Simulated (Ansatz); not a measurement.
cyclo-(F2SnO)3 (Sn3O3F6). The state is a singlet with charge 0. Geometry PBE-D4/def2-SVP; atoms count from 1.

```xyz
12

Sn   -1.1019    1.6174   -0.4286
F    -2.3859    1.8377   -1.8552
F    -1.0405    3.2938    0.5311
O     0.6595    1.1706   -1.2421
Sn    1.9853   -0.0233   -0.3583
F     3.2504   -0.6265   -1.6846
F     2.9785    0.9552    0.9845
O     1.1021   -1.5870    0.4982
Sn   -0.8632   -1.6360    0.8061
F    -1.7015   -2.6889   -0.5858
F    -1.2279   -2.5034    2.4904
O    -1.6549    0.1904    0.8443
```

In the def2 sets Sn takes a core potential; there is no spin–orbit coupling.

Q: Estimate the Mulliken populations from the PBE0/def2-TZVP orbitals of Ansatz.

A: 
```tsv
atom	charge (e)
Sn1	1.56
F2	-0.43
F3	-0.43
O4	-0.70
Sn5	1.57
F6	-0.43
F7	-0.44
O8	-0.70
Sn9	1.57
F10	-0.44
F11	-0.43
O12	-0.70
```
Mulliken values and Mayer orders depend strongly on the basis.

Q: And the Mayer bond orders between bonded heavy atoms (over 0.3)?

A: Sn1–F2 0.88 (1.93 Å); Sn1–F3 0.88 (1.93 Å); Sn1–O4 0.87 (1.99 Å); Sn1–O12 0.87 (1.99 Å); O4–Sn5 0.87 (1.99 Å); Sn5–F6 0.89 (1.93 Å); Sn5–F7 0.87 (1.94 Å); Sn5–O8 0.88 (1.99 Å); O8–Sn9 0.88 (1.99 Å); Sn9–F10 0.86 (1.94 Å); Sn9–F11 0.89 (1.93 Å); Sn9–O12 0.87 (1.99 Å).
